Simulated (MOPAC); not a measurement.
MOPAC input (MNDO):

```
MNDO 1SCF UHF MS=0.5 GEO-OK AUX(PRECISION=9) THREADS=1
HN2

N    -0.05786200 1   -0.03195300 1   -0.51104200 1
N    -0.06063400 1   -0.00522100 1    0.65553300 1
H     0.82947200 1    0.26021600 1   -1.01143600 1
```

From the output:

```
                                                       MOPAC v23.2.5 Linux

          FINAL HEAT OF FORMATION =         45.88003 KCAL/MOL =     191.96204 KJ/MOL

          COSMO AREA              =         57.65 SQUARE ANGSTROMS
          COSMO VOLUME            =         39.34 CUBIC ANGSTROMS

          IONIZATION POTENTIAL    =         10.251225 EV
          ALPHA SOMO LUMO (EV)    =        -10.251  0.735
          BETA  SOMO LUMO (EV)    =        -14.057  0.023
          NO. OF ALPHA ELECTRONS  =          6
          NO. OF BETA  ELECTRONS  =          5
          MOLECULAR WEIGHT        =         29.0213         POINT GROUP:  Cs

          MOLECULAR DIMENSIONS (Angstroms)

            Atom       Atom       Distance
            H     3    N     2     1.90828
            N     1    H     3     0.57278
            N     2    N     1     0.00000

          SCF CALCULATIONS        =          1

   ATOM   CHEMICAL          X               Y               Z
  NUMBER   SYMBOL      (ANGSTROMS)     (ANGSTROMS)     (ANGSTROMS)

     1       N         -0.05786200  *  -0.03195300  *  -0.51104200  *
     2       N         -0.06063400  *  -0.00522100  *   0.65553300  *
     3       H          0.82947200  *   0.26021600  *  -1.01143600  *

                             CARTESIAN COORDINATES

   1    N       -0.057862000    -0.031953000    -0.511042000
   2    N       -0.060634000    -0.005221000     0.655533000
   3    H        0.829472000     0.260216000    -1.011436000

           Empirical Formula: H N2  =     3 atoms

      MOLECULAR POINT GROUP   :   Cs

          ALPHA EIGENVALUES
 -40.31737 -24.24488 -17.97188 -15.22490 -15.03988 -10.25123   0.73468   3.24895
   6.93977

           BETA EIGENVALUES
 -39.58279 -23.18387 -16.51537 -14.74284 -14.05710   0.02265   1.14768   3.99345
   7.71659

              NET ATOMIC CHARGES AND DIPOLE CONTRIBUTIONS

  ATOM NO.   TYPE          CHARGE      No. of ELECS.   s-Pop       p-Pop
    1          N          -0.089226        5.0892     1.70630     3.38293
    2          N          -0.049236        5.0492     1.86905     3.18018
    3          H           0.138463        0.8615     0.86154
 DIPOLE           X         Y         Z       TOTAL
 POINT-CHG.     0.591     0.188    -0.609     0.869
 HYBRID         0.748     0.248    -0.368     0.870
 SUM            1.339     0.436    -0.976     1.714

          ATOMIC ORBITAL ELECTRON POPULATIONS

     Atom    s        px        py        pz
    1  N   1.70630   1.18357   1.10028   1.09908
    2  N   1.86905   1.16244   0.94177   1.07598
    3  H   0.86154

                    (SZ)    =    0.500000
                    (S**2)  =    0.759972

          ATOMIC ORBITAL SPIN POPULATIONS

    Atom   Total    s     px     py     pz
         Atomic
    1  N  0.0035  0.051 -0.004 -0.055  0.012
    2  N  0.7968  0.012  0.639  0.132  0.014
    3  H  0.1997  0.200

 **********************
 *                    *
 * JOB ENDED NORMALLY *
 *                    *
 **********************

 == MOPAC DONE ==
```

The geometry given is a B3LYP-D3(BJ)/def2-TZVP minimum.
